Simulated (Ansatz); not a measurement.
Species: H3ClSi3, SMILES `Cl[SiH]1[SiH]=[SiH]1` (charge 0, multiplicity 1).

Task: Give a relaxed geometry from PBE0-D3(BJ)/def2-TZVP run with Ansatz (a program for electronic structure).

Result: the end point of this relaxation (outside a Z-matrix the atoms follow the SMILES, hydrogens last).
Z-matrix (Å, degrees):
```
Si
H 1 1.4835
Cl 1 2.0711 2 103.23
Si 1 2.2675 2 124.18 3 -145.62
H 4 1.4891 1 148.75 2 73.60
Si 4 2.1191 5 148.94 1 -172.07
H 6 1.4890 4 148.95 5 0.08
```
